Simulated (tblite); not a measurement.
Run record: tight-binding relaxation, `C=CN(C)N(CC)C1CC1`.

Computed with GFN2-xTB geometry optimisation, gas phase (tblite 0.8.0). Start geometry: from a force field or distance geometry. A driver script takes a list of jobs; this job's settings line and coordinates (Å) are shown.

Command:
```bash
OMP_NUM_THREADS=1 python probes_run.py task.json out
```

Input:
```
{"job": {"kind": "relax", "xc": "GFN2-xTB", "basis": "xTB"}, "charge": 0, "multiplicity": 1}
C      3.231000     1.212200    -0.268800
C      1.967900     0.823800    -0.539800
N      0.939500     0.567100     0.348900
C      1.059000     0.715200     1.789000
N     -0.289800     0.146400    -0.242900
C     -1.332500     1.173800    -0.083600
C     -2.521200     0.928500    -0.997800
C     -0.649700    -1.187700     0.248900
C      0.203000    -2.387500    -0.106500
C     -1.155600    -2.223700    -0.733500
H      3.566900     1.393600     0.739800
H      3.924800     1.361600    -1.075800
H      1.684800     0.653800    -1.559100
H      0.121000     0.522500     2.319500
H      1.379500     1.730400     2.059000
H      1.794500    -0.004800     2.192700
H     -0.915300     2.161400    -0.338800
H     -1.671200     1.228300     0.959100
H     -3.232400     1.758300    -0.909100
H     -3.048800     0.010000    -0.716400
H     -2.213700     0.855700    -2.036900
H     -1.116100    -1.209200     1.231900
H      1.077800    -2.213300    -0.715200
H      0.318200    -3.158700     0.644700
H     -1.945900    -2.878800    -0.414300
H     -1.196900    -1.956400    -1.781700
```

Output:
```
step      E/eV     max force
  0    -845.15646    1.154
  1    -845.19879    1.031
  2    -845.22084    0.369
  3    -845.24212    0.321
  4    -845.25869    0.294
  5    -845.26812    0.204
  6    -845.27648    0.158
  7    -845.28058    0.133
  8    -845.28333    0.117
  9    -845.28593    0.101
... (58 lines left out)
 68    -845.31312    0.018
 69    -845.31321    0.017
 70    -845.31328    0.017
 71    -845.31332    0.014
 72    -845.31334    0.012
 73    -845.31336    0.011
 74    -845.31338    0.013
 75    -845.31341    0.013
 76    -845.31343    0.010
 77    -845.31345    0.010
```

«max force» is the largest atomic force in eV/Å.

**Question.** From which step on does the largest force stay under 0.1 eV/Å, and how much energy is left to gain from there?

**Answer.** From step 14 (0.098 eV/Å), 13.0 meV above the end.

Summary of the converged run: energy lowered by 3.6 kcal/mol over 77 steps; largest atomic force 0.010 eV/Å at the end.

**Question.** Give the final coordinates.

**Answer.** 0.113 Å rms from the input after alignment:
```
atom  x, y, z in Å
C1     3.1541    1.1594   -0.2947
C2     1.9121    0.7654   -0.5640
N3     0.9157    0.5289    0.3427
C4     1.1265    0.7229    1.7567
N5    -0.3241    0.1364   -0.1564
C6    -1.3611    1.1481   -0.0053
C7    -2.4875    0.9168   -1.0038
C8    -0.7257   -1.1715    0.2775
C9     0.1890   -2.3143   -0.0361
C10   -1.1053   -2.1745   -0.7745
H11    3.5099    1.3396    0.7028
H12    3.8582    1.3106   -1.0913
H13    1.5893    0.5948   -1.5817
H14    0.2113    0.4830    2.2936
H15    1.3991    1.7606    1.9744
H16    1.9252    0.0698    2.1204
H17   -0.8903    2.1153   -0.1990
H18   -1.7770    1.1657    1.0176
H19   -3.2023    1.7341   -0.9521
H20   -3.0057   -0.0136   -0.7902
H21   -2.0844    0.8654   -2.0110
H22   -1.2747   -1.2145    1.2216
H23    1.0995   -2.0830   -0.5664
H24    0.2925   -3.1022    0.6942
H25   -1.9051   -2.8671   -0.5593
H26   -1.0602   -1.8534   -1.8024
```

On an Arm Neoverse V1 with one thread (shared host), this took 0.7 s wall.
Labels such as C1 count atoms from 1, the log's own numbers from 0.
